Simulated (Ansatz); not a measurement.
Total energies of H₂OZn (`[OH][ZnH]`).

```xyz
4

O    -1.047   -0.311   -0.412
Zn    0.470    0.018    0.446
H    -1.150    0.050   -1.293
H     1.727    0.243    1.260
```

The species carries charge 0 and has multiplicity 1. Correlated methods include outer-core shells of Zn, which these sets cover unevenly. Scalar relativity is left out up to krypton. The geometry is a stationary point of PBE0-D4/def2-TZVP. Basis def2-TZVPP, Ansatz 0.2.0.

RPA on PBE orbitals: Hartree–Fock energy of these orbitals -1853.81158 Eh, correlation -1.43435 Eh (frozen core).

```
functional  energy without D4 (Eh)  D4 term (kJ/mol)
    r2SCAN             -1855.81176              -0.8
 CAM-B3LYP             -1855.95345              -2.9
```

(1) Give the same for LDA (SPW92), PBE, revPBE, BLYP, B97M-V, PBE0, B3LYP, r2SCANh, r2SCAN0, HSE06 (plane-wave form), BHLYP, LC-ωPBE, ωB97X-V, ωB97M-V, B2PLYP, PBE-QIDH. (Best estimate.)

B3LYP takes the VWN-RPA correlation (the form of Gaussian; ORCA's B3LYP/G). HSE06 is the plane-wave form, built on full-range PBE exchange. The double hybrids freeze the cores in their second-order part.

Results:

(1) The calculation gave: 
| functional | energy without D4 (Eh) | D4 term (kJ/mol) |
| --- | --- | --- |
| LDA (SPW92) | -1852.41804 | – |
| PBE | -1855.51503 | -3.5 |
| revPBE | -1855.72055 | -11.2 |
| BLYP | -1855.93937 | -7.8 |
| B97M-V | -1855.48365 | – |
| PBE0 | -1855.53004 | -2.9 |
| B3LYP | -1855.91831 | -5.7 |
| r2SCANh | -1855.78995 | -0.8 |
| r2SCAN0 | -1855.75873 | -0.9 |
| HSE06 (plane-wave form) | -1855.52486 | -2.7 |
| BHLYP | -1855.77996 | -4.3 |
| LC-ωPBE | -1855.59299 | – |
| ωB97X-V | -1855.66658 | – |
| ωB97M-V | -1855.73800 | – |
| B2PLYP | -1855.63414 | – |
| PBE-QIDH | -1855.39167 | – |

LC-ωPBE has ω = 0.4 bohr⁻¹.
